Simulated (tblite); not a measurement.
Species: C5H7NO.
Atom-mapped SMILES: `[CH2:1]=[CH:2]/[CH:3]=[C:4](\[NH2:5])[CH:6]=[O:7]` (hydrogens: H8, H9 on C1; H10 on C2; H11 on C3; H12, H13 on N5; H14 on C6)

The geometry is computed with GFN2-xTB (gas phase).

(1) Give the optimised bond lengths and angles.

## Answers

(1) 
```json
{"bond": "C1=C2", "length (Å)": "1.335", "order": "double"}
{"bond": "C2–C3", "length (Å)": "1.431", "order": "single"}
{"bond": "C3=C4", "length (Å)": "1.362", "order": "double"}
{"bond": "C4–N5", "length (Å)": "1.368", "order": "single"}
{"bond": "C4–C6", "length (Å)": "1.466", "order": "single"}
{"bond": "C6=O7", "length (Å)": "1.210", "order": "double"}
{"bond": "C1–H8", "length (Å)": "1.077", "order": "single"}
{"bond": "C1–H9", "length (Å)": "1.076", "order": "single"}
{"bond": "C2–H10", "length (Å)": "1.082", "order": "single"}
{"bond": "C3–H11", "length (Å)": "1.081", "order": "single"}
{"bond": "N5–H12, N5–H13", "length (Å)": "1.007", "order": "single"}
{"bond": "C6–H14", "length (Å)": "1.104", "order": "single"}
```

Bonds in one row agree within 0.01 Å and their mean is given. Orders are formal, as drawn. A selection of angles:
```json
{"angle": "C2–C1–H8", "degrees": "121.4"}
{"angle": "C2–C1–H9", "degrees": "122.0"}
{"angle": "H8–C1–H9", "degrees": "116.6"}
{"angle": "C1–C2–C3", "degrees": "123.4"}
{"angle": "C1–C2–H10", "degrees": "119.1"}
{"angle": "C3–C2–H10", "degrees": "117.4"}
{"angle": "C2–C3–C4", "degrees": "125.9"}
{"angle": "C2–C3–H11", "degrees": "116.5"}
{"angle": "C4–C3–H11", "degrees": "117.6"}
{"angle": "C3–C4–N5", "degrees": "126.4"}
{"angle": "C3–C4–C6", "degrees": "119.5"}
{"angle": "N5–C4–C6", "degrees": "114.1"}
{"angle": "C4–N5–H12", "degrees": "119.7"}
{"angle": "C4–N5–H13", "degrees": "114.2"}
{"angle": "H12–N5–H13", "degrees": "117.1"}
{"angle": "C4–C6–O7", "degrees": "123.8"}
{"angle": "C4–C6–H14", "degrees": "114.6"}
{"angle": "O7–C6–H14", "degrees": "121.5"}
```

Dihedral angles: C1–C2–C3–C4 -179° (antiperiplanar); C2–C3–C4–N5 3° (synperiplanar); C3–C4–C6–O7 176° (antiperiplanar). The mirror-image conformer, all signs reversed, is as good.

N5 (enamine nitrogen) has angles 119.7°, 117.1° and 114.2°, sum 351.0°, 0.19 Å off the plane of its three neighbours. Of the pairs four or more bonds apart, those above aside, H10···H12 is among the closest relative to their van der Waals radii: 2.19 Å, 91 % of the sum of Bondi's values. H13 on N5 lies 2.28 Å from O7, 4 bonds away (angle at H 104°; Bondi radii sum to 2.72 Å). The C–C distances run from 1.335 Å (C1=C2, drawn double) to 1.466 Å (C4–C6, drawn single), a spread of 0.131 Å.

Point group: near Cs, missed by 0.28 Å at most; the miss may be what the optimiser left on a soft mode. Its GFN2-xTB frequencies are all real (lowest 91 cm⁻¹). One conformer, not necessarily the lowest. 2 starts were optimised and ended at 0.00 and 1.90 kcal/mol (GFN2-xTB); the lowest of these is shown.
